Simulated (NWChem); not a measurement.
Molecule: CH6FNSi2; SMILES [SiH2]1C([SiH2]N1)F

```xyz
11

F     -0.2977    -2.0851     0.0000
C      0.4926    -0.9254     0.0000
Si     0.0218     0.3899     1.3260
N     -0.2501     1.4993     0.0000
Si     0.0218     0.3899    -1.3260
H      1.5468    -1.2273     0.0000
H      1.0993     0.8097     2.2698
H     -1.1753     0.0213     2.1311
H     -0.5319     2.4703     0.0000
H     -1.1753     0.0213    -2.1311
H      1.0993     0.8097    -2.2698
```
Atoms are numbered in this order, from 1.

Computed with NWChem. Pople sets run with spherical d functions. Coordinates come from a B3LYP/6-31G* (spherical d) optimisation. Vertical excitations in the gas phase; the lowest state need not have the same character in each row.

Q: Order these by “lowest excitation, singlet (eV)”, lowest first: LDA (Slater exchange, VWN5)/6-31+G*, TDA; B3LYP/6-31+G*, TDA; PBE/6-31+G*, TDA.

A: LDA (Slater exchange, VWN5)/6-31+G*, TDA (4.75), PBE/6-31+G*, TDA (4.84), B3LYP/6-31+G*, TDA (5.38)
